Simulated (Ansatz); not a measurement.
Reaction (cleavage of the Si–Si bond): `O[SiH2][SiH]([SiH3])Cl` + `N=[C](O)[GaH2]` → `O/[C]([GaH2])=N/[SiH3]` + `O[SiH2][SiH2]Cl`

Program: Ansatz. Geometries: PBE0-D4/def2-TZVP. ΔE: electronic, gas phase. CCSD(T)/CBS is the MP2 limit (def2-TZVPP, def2-QZVPP) plus CCSD(T) − MP2 in def2-TZVPP, frozen cores. DFT in def2-TZVPP. B3LYP here is the variant with VWN-RPA as its local correlation; programs differ in this. For Ga outer-core shells are correlated without core-valence functions, which leaves a few kJ/mol of doubt a bond. Scalar relativity is left out up to krypton. One conformer a species, not always the lowest.

`O[SiH2][SiH]([SiH3])Cl`:

```xyz
12

O    -1.015    1.531    2.381
Si   -1.214    1.022    0.825
Si    0.360   -0.659    0.360
Si    0.801   -1.022   -1.908
Cl    2.106    0.052    1.258
H    -0.111    1.652    2.678
H    -2.608    0.528    0.707
H    -1.009    2.127   -0.154
H     0.032   -1.943    1.038
H     1.879   -2.031   -2.075
H     1.216    0.257   -2.540
H    -0.438   -1.513   -2.570
```

`N=[C](O)[GaH2]`:

Cartesian coordinates in Å:
```
N -0.487 1.519 -0.109
C -0.236 0.365 0.352
O -0.547 0.095 1.635
Ga 0.599 -1.147 -0.654
H -0.209 1.603 -1.081
H -0.940 0.904 2.002
H 0.958 -0.797 -2.141
H 0.862 -2.543 -0.003
```

`O/[C]([GaH2])=N/[SiH3]`:

Cartesian coordinates in Å:
```
O 1.712 -0.998 1.402
C 0.729 -0.437 0.691
Ga 0.974 -0.300 -1.313
N -0.321 -0.009 1.281
Si -1.479 0.680 0.223
H 1.436 -0.984 2.335
H 0.574 -1.533 -2.188
H 1.754 0.935 -1.874
H -2.764 -0.057 0.184
H -0.896 0.580 -1.200
H -1.719 2.123 0.459
```

`O[SiH2][SiH2]Cl`:

Cartesian coordinates in Å:
```
O -1.191 0.806 -1.403
Si -1.111 -0.008 0.028
Si 1.137 -0.120 0.698
Cl 2.164 -0.564 -1.053
H -0.535 0.574 -2.065
H -1.950 0.743 0.994
H -1.631 -1.400 -0.087
H 1.684 1.163 1.208
H 1.433 -1.194 1.680
```

Q: Is it downhill or uphill in electronic energy at CCSD(T)/CBS, and by how much? (Best estimate.)

A: Ansatz gave: Downhill: ΔE = -0.59 eV.

Q: What do these levels give: B3LYP-D4, ωB97X-V, ωB97M-V, B2PLYP, r2SCAN, PBE0, B3LYP, HF/def2-TZVPP, CCSD/def2-TZVPP, HF/def2-QZVPP, SCS-MP2/def2-QZVPP, MP2/CBS(def2)? (Best estimate.)

A: Computed: B3LYP-D4 -0.54, ωB97X-V -0.55, ωB97M-V -0.61, B2PLYP -0.59, r2SCAN -0.57, PBE0 -0.47, B3LYP -0.52, HF/def2-TZVPP -0.63, CCSD/def2-TZVPP -0.59, HF/def2-QZVPP -0.64, SCS-MP2/def2-QZVPP -0.65, MP2/CBS(def2) -0.67 eV.

Largest T1 diagnostic among the species: 0.015.

From PBE to PBE0 (25 % exact exchange), in def2-TZVPP and without D4, ΔE moves by −0.06 eV.
